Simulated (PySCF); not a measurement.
CH7OPSi.
Geometry (GFN2-xTB, Å), atoms numbered from 1 in this order:
```
atom  x, y, z in Å
C1    -1.7947    0.4433   -0.0030
O2    -0.9317   -0.5746    0.4081
Si3    0.5472   -0.9310   -0.1489
P4     1.7244    0.9707   -0.3949
H5    -2.2749    0.1781   -0.9481
H6    -1.2525    1.3844   -0.1347
H7    -2.5582    0.5697    0.7654
H8     0.9714   -1.8434    0.9024
H9     0.5085   -1.5578   -1.4760
H10    2.8678    0.3522   -0.8608
H11    2.1982    1.0110    0.9045
```

Method: TDDFT PBE0/def2-SVPD, vertical, gas phase, core orbitals frozen in the response in PySCF 2.14.0, density-fitted response routines.

Ground-to-excited transition dipoles (e·a0, same axes as the geometry; the sign carries no meaning), for the states with f of 0.002 or more among the lowest 6:

| state | E (hartree) | μx | μy | μz |
| --- | --- | --- | --- | --- |
| S1 | 0.2304 | -0.265 | -0.256 | 0.135 |
| S2 | 0.2370 | 0.225 | 0.269 | 0.159 |
| S3 | 0.2470 | 0.080 | -0.520 | 0.189 |
| S4 | 0.2569 | -0.085 | 0.015 | -0.171 |
| S5 | 0.2625 | -0.517 | -0.944 | 0.191 |
| S6 | 0.2753 | -0.176 | -0.410 | -0.012 |

(1) Work out the oscillator strengths.

(2) Which bond between heavy atoms lies closest to the direction of the S5 transition dipole?

(3) What angle do the transition dipoles of S1 and S2 make?

(4) How is the summed strength of these states shared among x, y and z?

(5) What peak molar absorption coefficient would the strongest computed level give as a lone Gaussian band 0.5 eV wide at half height?

Results:

(1) f = (2/3) ΔE |μ|² with ΔE in hartree (27.2114 eV).

```
state  |μ|² (au)  |μ| (D)      f
   S1      0.154     1.00  0.024
   S2      0.148     0.98  0.023
   S3      0.312     1.42  0.051
   S4      0.037     0.49  0.006
   S5      1.195     2.78  0.209
   S6      0.200     1.14  0.037
```

(2) Si3–P4, at 5° from it; next C1–O2 at 67°.

(3) |cos θ| = |μa·μb| / (|μa| |μb|) = 0.71, so θ ≈ 45° (taken between 0 and 90°, since the signs are arbitrary).

(4) (2/3) Σ ΔE μα² gives 0.074 for x, 0.253 for y and 0.024 for z, 0.350 in all.

(5) ε(max) = 2.175×10⁸ f / FWHM, with the width in cm⁻¹. S5: 2.175×10⁸ × 0.2090 / 4033 ≈ 11000 L mol⁻¹ cm⁻¹.

One conformer stands for the species.

Without π bonds the low states may be Rydberg-like; a valence basis with one diffuse set may place them up to an eV too high.
